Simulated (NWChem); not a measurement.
GeNH₂ClF₂; SMILES [Cl][Ge]([F])([F])[NH2]

```xyz
7

N      1.6819    -0.8414     0.2666
Ge     0.0158    -0.2574     0.0073
F     -0.5937    -0.9220    -1.4527
F     -1.1352    -0.7738     1.1829
Cl    -0.0437     1.8576    -0.0582
H      2.2239    -0.3455     0.9672
H      1.8004    -1.8468     0.3501
```
Atoms are numbered in this order, from 1.

Results from NWChem. All runs use the structure optimised with PBE0/def2-SVP.

For level PBE/def2-SVP:

```yaml
highest occupied level (eV): -6.98
orbital gap (eV): 5.39
```

### Question
How do the values read with level PBE/STO-3G instead?

### Answer
| Item | Value |
|---|---|
| highest occupied level (eV) | -2.37 |
| orbital gap (eV) | 4.74 |
